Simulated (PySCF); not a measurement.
CH₈GaNS.
SMILES with atom numbers: `[CH3:1][S:2][GaH2-:3][NH3+:4]` (hydrogens: H5, H6, H7 on C1; H8, H9 on Ga3; H10, H11, H12 on N4)

The calculation used PySCF 2.14.0, PBE0-D3(BJ)/def2-SVP geometry optimisation, gas phase.

**Question.** What internal coordinates does the optimisation give?

**Answer.** 
```json
{"bond": "C1–S2", "length (Å)": "1.825"}
{"bond": "S2–Ga3", "length (Å)": "2.249"}
{"bond": "Ga3–N4", "length (Å)": "2.155"}
{"bond": "C1–H5, C1–H6, C1–H7", "length (Å)": "1.100"}
{"bond": "Ga3–H8, Ga3–H9", "length (Å)": "1.575"}
{"bond": "N4–H10, N4–H11, N4–H12", "length (Å)": "1.020"}
```

Bonds in one row agree within 0.01 Å and their mean is given. A selection of angles:
```json
{"angle": "S2–C1–H5", "degrees": "111.5"}
{"angle": "S2–C1–H7", "degrees": "107.8"}
{"angle": "H5–C1–H6", "degrees": "108.8"}
{"angle": "H5–C1–H7", "degrees": "108.4"}
{"angle": "C1–S2–Ga3", "degrees": "102.0"}
{"angle": "S2–Ga3–N4", "degrees": "97.4"}
{"angle": "S2–Ga3–H8", "degrees": "113.9"}
{"angle": "S2–Ga3–H9", "degrees": "114.8"}
{"angle": "N4–Ga3–H8", "degrees": "98.9"}
{"angle": "H8–Ga3–H9", "degrees": "124.2"}
{"angle": "Ga3–N4–H10", "degrees": "115.9"}
{"angle": "Ga3–N4–H11", "degrees": "107.8"}
{"angle": "Ga3–N4–H12", "degrees": "109.3"}
{"angle": "H10–N4–H11", "degrees": "108.2"}
```

Torsions: C1–S2–Ga3–N4 91° (anticlinal). The mirror-image conformer, all signs reversed, is as good.

Ga3 (gallium bonded to N, S and 2 H) is distorted tetrahedral (angles from 97.4° to 124.2°). N4 (nitrogen bonded to Ga and 3 H) is distorted tetrahedral (angles from 107.0° to 115.9°).

Point group: C1 (no symmetry element, even within 0.4 Å). Whether it is a minimum is left open (no frequencies). One conformer, not necessarily the lowest.
